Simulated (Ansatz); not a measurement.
A structure relaxed at PBE0-D4/def2-TZVP, charge 0, multiplicity 1:

```xyz
12

C     0.3864    0.6209    1.1613
N     0.0590   -0.1274   -0.0337
C    -0.9262    0.5456   -0.8532
B     0.6259   -1.3524   -0.3573
Cl    0.1852   -2.2208   -1.8336
Cl    1.8267   -2.1265    0.6852
H     0.7849    1.6054    0.8943
H    -0.5113    0.7746    1.7696
H     1.1265    0.0925    1.7558
H    -0.5553    1.5292   -1.1601
H    -1.8511    0.6963   -0.2864
H    -1.1508   -0.0375   -1.7420
```

(1) Give its formula and SMILES.

(2) Point group (tolerance 0.08 Å, 0.16 Å for H)?

(3) Summarise the bond lengths by kind.

## Answers

(1) C2H6BCl2N, `CN(C)B(Cl)Cl`.

(2) C2v.

(3) 2 × C–N 1.447 Å; 6 × C–H 1.086 to 1.095 Å; 1 × B–N 1.388 Å; 2 × B–Cl 1.769 Å.

Results of the Gaussian-basis code of Ansatz.
